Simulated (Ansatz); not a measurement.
Cost and result for the atomization energy of ClH$_{4}$NOSSi (`N[Si](O)(S)Cl`) (9 atoms, 8 bonds).

```xyz
9

N     0.977   -0.306   -1.005
Si   -0.092    0.220    0.188
O     0.634    0.525    1.619
S    -1.562   -1.261    0.568
Cl   -0.928    1.970   -0.499
H     1.329   -1.249   -0.997
H     1.584    0.336   -1.487
H     0.122    0.980    2.290
H    -2.064   -1.215   -0.678
```

The species carries charge 0 and has multiplicity 1. The geometry is a stationary point of PBE0-D4/def2-TZVP. It is one conformer, not always the lowest. Program: Ansatz. All runs use 4 threads of an AMD EPYC 9R45 on a shared host. Times are those of one run each, without the atoms' runs, and a repeat can differ threefold. Electronic energies, without spin–orbit coupling; frozen cores. CCSD(T)/CBS adds CCSD(T) − MP2 in def2-TZVPP to the MP2 limit, and its time is that of the two runs behind it. T1 = 0.010. B3LYP takes the VWN-RPA correlation (the form of Gaussian; ORCA's B3LYP/G).

CCSD(T)/CBS is a level of theory with its own doubt, some kJ/mol a heavy atom from the limit and from the frozen cores, so smaller differences don't rank the functionals.

```tsv
level	functions	atomization (kcal/mol)	difference from CCSD(T)/CBS	per bond
B3LYP-D4/def2-TZVPP (with forces)	244	762.1	-7.6	-0.9
B2PLYP/def2-TZVPP	244	753.7	-16.0	-2.0
CCSD(T)/CBS(def2)	–	769.7	0.0	0.0
PBE-QIDH/def2-TZVPP	244	757.3	-12.4	-1.5
BLYP-D4/def2-TZVPP	244	762.4	-7.3	-0.9
MP2/def2-QZVPP	444	777.7	8.0	1.0
CCSD(T)/def2-TZVPP	244	740.7	-29.0	-3.6
CCSD(T)/def2-SVP	102	690.5	-79.2	-9.9
ωB97X-V/def2-TZVPP	244	771.5	1.8	0.2
revPBE-D4/def2-TZVPP	244	757.9	-11.8	-1.5
r2SCANh-D4/def2-TZVPP	244	761.3	-8.4	-1.1
PBE-D4/def2-TZVPP (with forces)	244	778.4	8.7	1.1
ωB97M-V/def2-TZVPP (with forces)	244	773.1	3.4	0.4
```

Problem. Order the runs by time, with rough figures. (Estimate.)

Solution. The calculation gave: revPBE-D4/def2-TZVPP 0.85 s; BLYP-D4/def2-TZVPP 0.9 s; PBE-D4/def2-TZVPP (with forces) 1.1 s; CCSD(T)/def2-SVP 1.4 s; B3LYP-D4/def2-TZVPP (with forces) 1.9 s; r2SCANh-D4/def2-TZVPP 1.9 s; B2PLYP/def2-TZVPP 2 s; PBE-QIDH/def2-TZVPP 2.1 s; ωB97X-V/def2-TZVPP 2.9 s; ωB97M-V/def2-TZVPP (with forces) 4.1 s; MP2/def2-QZVPP 6.5 s; CCSD(T)/def2-TZVPP 37 s; CCSD(T)/CBS(def2) 43 s.

At CCSD(T), def2-SVP lies −79.2 kcal/mol from the extrapolated value and def2-TZVPP −29.0 kcal/mol: correlation converges slowly with the basis, and small sets miss more of it in the bonded molecule than in its fragments. The D4 term adds +10.4 kcal/mol with B3LYP and +5.4 kcal/mol with PBE0; it sums over pairs of atoms, weighted by their polarisabilities, and B3LYP, whose exchange is more repulsive, gets the larger term. From r2SCAN to r2SCAN0 (25 % exact exchange), in def2-TZVPP and without D4, the atomization energy moves by −15.5 kcal/mol: exact exchange takes away binding that semilocal exchange gives to molecules.
